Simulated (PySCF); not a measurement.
Ionising SnB

PBE0; basis Sn aug-cc-pVDZ-PP with ECP28, B aug-cc-pVDZ; scalar-relativistic core potentials; PySCF 2.14. Neutral (UKS): quartet (σ ↑, π ↑↑), Re = 2.186 Å, ωe = 555 cm⁻¹, De = 2.74 eV, HOMO -6.08 eV, LUMO -3.01 eV.

SnB⁻ (UKS): triplet (σ ↑, π ↑), Re = 2.132 Å, ωe = 595 cm⁻¹, De = 2.69 eV to Sn⁻ + B. The energies at the minima are -238.97091 hartree for SnB and -239.02105 for SnB⁻.

(1) Work out the adiabatic electron affinity, without and with harmonic zero-point energies (1 hartree = 27.2114 eV, 1 eV = 8065.5 cm⁻¹), and the change of the bond length.

These are scalar-relativistic numbers at best; spin–orbit coupling would shift them, the dissociation energy most. For an ion De counts to the pair picked by the measured ionisation energies or electron affinities, which need not be the lowest pair at this level. The highest Kohn–Sham level is positive in this anion. Much of that is self-interaction error, but it also means that the finite basis helps to hold the extra electron. States were picked by a PBE0 search and need not be the measured ground states.

Results:

(1) At PBE0: 0.05014 hartree = 1.364 eV between the minima; the zero-point term (555.0 − 595.0)/2 cm⁻¹ = -0.002 eV makes it 1.362 eV. Re changes by -5.4 pm against the neutral. The electron enters a π orbital, and the shorter bond of the ion fits a bonding orbital, or a change in how ionic the bond is.
